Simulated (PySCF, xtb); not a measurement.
TaOCl2, SMILES [Ta+]([Cl])(=[O])[Cl], charge +1, multiplicity 1.

Harmonic wavenumbers (cm⁻¹) from GFN2-xTB (xtb 6.7.1) at its own minimum, in rising order: 123, 158, 173, 328, 335, 754.

Q: What does PySCF 2.14.0 with PBE-D3(BJ)/def2-SVP give at its own minimum? (An estimate is asked for; the answer gives what the named calculation found.)

A: 122, 202, 240, 434, 437, 1015. Paired by order, the mean absolute difference is 97 cm⁻¹ and the zero-point energies are 2.7 and 3.5 kcal/mol.
